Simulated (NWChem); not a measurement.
Species: GeHF, singlet; SMILES [F][GeH]

```xyz
3

Ge     0.0450     0.3723     0.0000
H     -1.5580     0.5412     0.0000
F      0.0133    -1.3840     0.0000
```
Atoms are numbered in this order, from 1.

Low-valent species are run as closed-shell singlets; no triplet was tried in these runs. All runs use the structure optimised with PBE0/def2-SVP.

Symmetry labels are those of Cs in the frame above (b1 and b2, or b-type labels, depend on it).

List the 6 lowest vertical singlet excitations and the 6 lowest triplet ones from CAM-B3LYP/def2-SVP, TDA (NWChem).


```json
[
 {"state": "S1", "energy (eV)": "3.06", "oscillator strength": "0.026", "symmetry": "a\"", "leading excitation (squared amplitude)": "HOMO → LUMO (0.98)"},
 {"state": "S2", "energy (eV)": "6.15", "oscillator strength": "0.066", "symmetry": "a'", "leading excitation (squared amplitude)": "HOMO → LUMO+1 (0.92)"},
 {"state": "S3", "energy (eV)": "6.68", "oscillator strength": "0.055", "symmetry": "a\"", "leading excitation (squared amplitude)": "HOMO−1 → LUMO (0.93)"},
 {"state": "S4", "energy (eV)": "7.22", "oscillator strength": "0.020", "symmetry": "a\"", "leading excitation (squared amplitude)": "HOMO−3 → LUMO (0.95)"},
 {"state": "S5", "energy (eV)": "7.81", "oscillator strength": "0.021", "symmetry": "a'", "leading excitation (squared amplitude)": "HOMO−2 → LUMO (0.86)"},
 {"state": "S6", "energy (eV)": "8.84", "oscillator strength": "0.807", "symmetry": "a'", "leading excitation (squared amplitude)": "HOMO → LUMO+2 (0.81)"},
 {"state": "T1", "energy (eV)": "1.90", "oscillator strength": "spin-forbidden", "symmetry": "a\"", "leading excitation (squared amplitude)": "HOMO → LUMO (0.99)"},
 {"state": "T2", "energy (eV)": "4.95", "oscillator strength": "spin-forbidden", "symmetry": "a'", "leading excitation (squared amplitude)": "HOMO → LUMO+1 (0.98)"},
 {"state": "T3", "energy (eV)": "5.86", "oscillator strength": "spin-forbidden", "symmetry": "a\"", "leading excitation (squared amplitude)": "HOMO−1 → LUMO (0.96)"},
 {"state": "T4", "energy (eV)": "6.42", "oscillator strength": "spin-forbidden", "symmetry": "a'", "leading excitation (squared amplitude)": "HOMO−2 → LUMO (0.97)"},
 {"state": "T5", "energy (eV)": "6.59", "oscillator strength": "spin-forbidden", "symmetry": "a'", "leading excitation (squared amplitude)": "HOMO → LUMO+2 (0.95)"},
 {"state": "T6", "energy (eV)": "6.87", "oscillator strength": "spin-forbidden", "symmetry": "a\"", "leading excitation (squared amplitude)": "HOMO−3 → LUMO (0.98)"}
]
```
